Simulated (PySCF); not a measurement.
**Dipole moment and polarisability of (H2Ga-mu-H)2**

Compound: (H2Ga-mu-H)2.
Structure used (PBE0-D3(BJ)/def2-SVP), in Å, numbered top down from 1:
```
atom  x, y, z in Å
Ga1    0.7226   -0.9407    0.5210
H2     1.7744   -1.5629   -0.4424
H3     0.3932   -1.2688    2.0061
H4     0.7946    0.8016    0.3482
Ga5   -0.7227    0.9406   -0.5207
H6    -1.7740    1.5611    0.4442
H7    -0.3928    1.2713   -2.0051
H8    -0.7953   -0.8022   -0.3513
```

Level: wB97X-D/def2-SVPD (PySCF), static field, nuclei fixed, core orbitals frozen in the response. The polarisability tensor in these axes (au):

```
x    64.04 -11.38   1.05
y   -11.38  67.19  -6.76
z     1.05  -6.76  65.98
```

**Question.** Diagonalise the tensor; give its mean and Δα, where Δα² is half the sum of the squared differences of the eigenvalues.

**Answer.** Principal values 52.98, 64.59 and 79.65 au; mean 65.74 au = 9.74 Å³ = 10.84 × 10⁻⁴⁰ C²·m²/J; Δα = 23.16 au (35 % of the mean).

**Question.** What is the dipole moment?

**Answer.** 0.00 D; point group D2h allows none.

**Question.** Give the principal axes and the span of the nuclei along them.

**Answer.** Largest value along (-0.56, 0.73, -0.40), where the nuclei span 3.90 Å; middle along (-0.49, 0.10, 0.87), 2.83 Å; least along (0.67, 0.68, 0.30), 2.36 Å. The response follows the extents in order.

**Question.** Traceless (Buckingham) quadrupole moment about the centre of nuclear charge: eigenvalues?

**Answer.** -4.12, -0.18, 4.30 D·Å. With no charge and no dipole, the values don't depend on the origin. The electronic extent ⟨r²⟩ about the same centre is 551 bohr², a root-mean-square distance of 1.51 Å for the 68 electrons.

**Question.** Find the Langevin capture rate constant for NO+ (29.998 u) meeting this molecule (143.898 u), k = 2.342 × 10⁻⁹ cm³/s × √(α in Å³ / reduced mass in u).

**Answer.** The reduced mass is 24.82 u, so k = 1.47 × 10⁻⁹ cm³/s.

Isolated species at its PBE0-D3(BJ)/def2-SVP geometry, gas phase. The calculation is non-relativistic, for gallium too.
